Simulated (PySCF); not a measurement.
SnOF₂, SMILES [O]=[Sn]([F])[F].

Geometry: B3LYP-D3(BJ)/def2-SVP. The def2 effective core potentials stand for the cores of Sn; spin–orbit coupling is left out.

Method: B3LYP/def2-TZVPD (PySCF).

Isolated molecule, no solvent.

Computed frontier levels, gap, dipole moment and polarisability:
```
Quantity                                                                                                         Result
---------------------------------------------------------------------------------------------  ------------------------
highest occupied level                                                                                         -8.89 eV
lowest empty level                                                                                             -4.53 eV
orbital gap                                                                                                     4.35 eV
dipole moment                                                                                                    0.71 D
quadrupole, principal values (traceless, Buckingham form, about the centre of nuclear charge)  -11.16, -1.00, 12.16 D·Å
mean static polarisability                                                                         41.4 bohr³ (6.13 Å³)
polarisability, principal values                                                                 31.7, 39.7, 52.8 bohr³
```
